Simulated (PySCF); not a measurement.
Structure problem from calculated spectra and properties.

Formula: C7H12NP.

- UV, strongest line: among the 10 lowest singlet transitions: S9 at 6.87 eV (180 nm, f = 0.229) [TDDFT B3LYP/def2-SVPD]
- 13C NMR: chemical shifts (computed TMS as zero) by class: 141.5 (1 C), 123.3 (1 C), 120.1 (1 C), 45.4 (1 C), 32.1 (1 C), 16.0 (1 C), 15.6 (1 C) ppm [GIAO PBE/pcSseg-1]
- Valence photoelectron: vertical ionisation energy: 8.76 eV [ΔSCF B3LYP/def2-SVPD]
- Rotational structure: rotational constants A, B, C: 1.742, 0.746, 0.562 GHz [PBE0-D3(BJ)/def2-SVP]
- 1H NMR: chemical shifts (computed TMS as zero) by class: 5.97 (1 H), 5.35 (1 H), 5.32 (1 H), 2.23 (2 H), 1.98 (2 H), 1.44 (2 H), 0.98 (3 H) ppm [GIAO PBE/pcSseg-1]
- XPS: P2p3/2 136.2, C1s 290.2, C1s 290.7, C1s 290.8, C1s 290.8, C1s 290.9, C1s 292.1, C1s 292.2, N1s 404.9, P1s 2149.8 eV [ΔSCF SCAN, pcX-2 on the ionised atom, pcseg-1 elsewhere, spin-free X2C, 2p3/2 from a spin–orbit splitting computed afterwards within the 2p shell]
- Dipole: 4.25 D [B3LYP/def2-SVPD]

Gas-phase values; electronic properties from PySCF, density fitting. Levels stand in brackets. NMR shifts are as computed; neighbouring signals can stand in another order in a measured spectrum. One conformer (not necessarily the lowest) at the PBE0-D3(BJ)/def2-SVP geometry, without solvent, vibrations or thermal averaging. Each NMR value is the plain mean over a class of atoms that symmetry, rotation or inversion makes alike.

Problem. Give a SMILES that accounts for the data.

Solution. Numbering: `[CH2:1]=[CH:2][CH2:3][P:4]([CH3:5])[CH2:6][CH2:7][C:8]#[N:9]`. 7 carbons fall into 7 classes; from least to most shielded: alkene CH carbon [C2] (141.5 ppm), terminal =CH2 carbon [C1] (123.3 ppm), nitrile carbon [C8] (120.1 ppm), sp3 carbon bound to phosphorus [C3] (45.4 ppm), sp3 carbon bound to phosphorus [C6] (32.1 ppm), sp3 carbon next to a nitrile [C7] (16.0 ppm), sp3 carbon bound to phosphorus [C5] (15.6 ppm). Hydrogen classes from least to most shielded: 1 H on an alkene CH carbon, C2 (5.97 ppm), 1 H on a terminal =CH2 carbon, C1 (5.35 ppm), 1 H on a terminal =CH2 carbon, C1 (5.32 ppm), 2 H on an sp3 carbon bound to phosphorus, C3 (2.23 ppm, a mean of values up to 0.6 ppm apart in this geometry), 2 H on an sp3 carbon next to a nitrile, C7 (1.98 ppm), 2 H on an sp3 carbon bound to phosphorus, C6 (1.44 ppm, a mean of values up to 1.0 ppm apart in this geometry), 3 H on an sp3 carbon bound to phosphorus, C5 (0.98 ppm). The core levels belong to: P2p3/2 136.2 eV, phosphine phosphorus [P4]; C1s 290.2 eV, terminal =CH2 carbon [C1]; C1s 290.7 eV, sp3 carbon bound to phosphorus [C5]; C1s 290.8 eV, alkene CH carbon [C2]; C1s 290.8 eV, sp3 carbon bound to phosphorus [C3]; C1s 290.9 eV, sp3 carbon bound to phosphorus [C6]; C1s 292.1 eV, nitrile carbon [C8]; C1s 292.2 eV, sp3 carbon next to a nitrile [C7]; N1s 404.9 eV, nitrile nitrogen [N9]; P1s 2149.8 eV, phosphine phosphorus [P4]. The hole state at 290.8 eV has ⟨S²⟩ = 0.84 against 0.75, so that value is less sure. The hole state at 292.1 eV has ⟨S²⟩ = 0.83 against 0.75, so that value is less sure. The first electron is taken from the HOMO, whose largest Löwdin shares are 0.58 on the phosphine phosphorus, 0.10 on an sp3 carbon bound to phosphorus and 0.09 on each of 2 atoms of one kind (sp3 carbon bound to phosphorus). The optimised geometry has point group C1 and is an asymmetric top. Structure: `C=CCP(C)CCC#N`. Computed isomers that give other values at the same levels: `Cc1cc(C)p(N)c1C` (rotational constant A: 1.841 GHz; this holds for the one conformer computed); `Cc1cn(C(C)C)cp1` (rotational constant A: 2.514 GHz; this holds for the one conformer computed); `CCc1cn(CC)cp1` (core binding energies: P2p3/2 135.0, C1s 289.5, C1s 290.2, C1s 290.2, C1s 290.4, C1s 290.5, C1s 291.0, C1s 292.1, N1s 405.9, P1s 2148.5 eV). The assignments are read from this structure; whether some other isomer fits the data as well wasn't checked.

Shape of the structure used: `[CH2:1]=[CH:2][CH2:3][P:4]([CH3:5])[CH2:6][CH2:7][C:8]#[N:9]`: C1–C2–C3–P4 -113°, C2–C3–P4–C5 176°, C3–P4–C6–C7 -177°, P4–C6–C7–C8 180°.
